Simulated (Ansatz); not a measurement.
Consider the ligand exchange at the Si–N bond: `C=C=N[SiH2]Cl` + `[NH2][GeH3]` → `Cl[SiH2][NH][GeH3]` + `C=C=N`.

Program: Ansatz. Geometries: PBE0-D4/def2-TZVP. ΔE: electronic, gas phase. CCSD(T)/CBS adds triple-zeta CCSD(T) − MP2 to the extrapolated MP2 energy (def2 sets, frozen cores). This one scheme is used for every species. DFT in def2-TZVPP. B3LYP here is the variant with VWN-RPA as its local correlation; programs differ in this. For Ge outer-core shells are correlated without core-valence functions, which leaves a few kJ/mol of doubt a bond. Scalar relativity is left out up to krypton. One conformer a species, not always the lowest.

```csv
level,ΔE (kJ/mol),difference from CCSD(T)/CBS
PBE-D4,-4.3,2.9
r2SCAN-D4,-3.0,4.2
PBE0-D4,-4.6,2.6
B3LYP-D4,-3.5,3.7
ωB97X-V,-6.0,1.2
ωB97M-V,-6.6,0.6
B2PLYP,-2.0,5.2
PBE,-2.5,4.7
r2SCAN,-2.7,4.5
PBE0,-3.0,4.2
B3LYP,-0.5,6.7
HF/def2-TZVPP,-0.2,7.0
MP2/def2-TZVPP,-3.4,3.8
SCS-MP2/def2-TZVPP,-4.1,3.1
CCSD/def2-TZVPP,-7.8,-0.6
CCSD(T)/def2-TZVPP,-7.9,-0.7
HF/def2-QZVPP,-0.2,7.0
MP2/def2-QZVPP,-3.0,4.2
SCS-MP2/def2-QZVPP,-3.8,3.4
HF/CBS(def2),-0.2,7.0
MP2/CBS(def2),-2.8,4.4
CCSD/CBS(def2),-7.2,0.0
CCSD(T)/CBS,-7.2,0
```

Largest T1 diagnostic among the species: 0.015.

The D4 term adds −3.0 kJ/mol with B3LYP and −1.6 kJ/mol with PBE0; it sums over pairs of atoms, weighted by their polarisabilities, and B3LYP, whose exchange is more repulsive, gets the larger term. In def2-TZVPP, CCSD(T) changes the Hartree–Fock value by −7.6 kJ/mol (the triples alone add −0.0 kJ/mol) and MP2 by −3.2 kJ/mol.
